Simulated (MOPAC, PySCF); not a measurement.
[Zn(F)2], neutral singlet in the gas phase. 

Cartesian coordinates (Å):
```xyz
3

Zn     0.0000     0.0000     0.0000
F     -1.6695    -0.4686    -0.0796
F      1.6696     0.4686     0.0796
```
Charge 0, multiplicity 1.

All levels are single points at this geometry (TPSS-D3(BJ)/def2-SVP); Pople sets use spherical d functions. Orbital energies aren't observables, and empty levels follow the basis.

```csv
level,HOMO (eV),LUMO (eV),gap (eV),dipole (D),"vertical IE, Delta-SCF (eV)"
PBE-D3(BJ)/def2-TZVP in PySCF,-8.58,-2.98,5.60,0.00,–
TPSSh-D3(BJ)/def2-TZVP in PySCF,-9.43,-2.38,7.05,0.00,–
B3LYP/3-21G in PySCF,-8.57,-1.65,6.92,0.00,–
B3LYP/6-311+G** (LANL2DZ on Zn) in PySCF,-10.31,-2.63,7.69,0.00,–
B3LYP/6-31G* (LANL2DZ on Zn) in PySCF,-9.27,-1.99,7.28,0.00,12.42
B3LYP/LANL2DZ in PySCF,-9.86,-2.49,7.37,0.00,–
M06-2X/6-31G* (LANL2DZ on Zn) in PySCF,-11.63,-0.68,10.95,0.00,–
PBE/6-31G* (LANL2DZ on Zn) in PySCF,-7.58,-2.53,5.05,0.00,–
SVWN5/6-31G* (LANL2DZ on Zn) in PySCF,-7.85,-2.84,5.00,0.00,–
HF/STO-3G in PySCF,-5.18,6.42,11.61,0.00,–
AM1 in MOPAC,-13.35,0.03,13.37,0.00,–
PM6 in MOPAC,-13.63,-2.17,11.46,0.00,–
PM7 in MOPAC,-13.39,-0.02,13.37,0.00,–
```
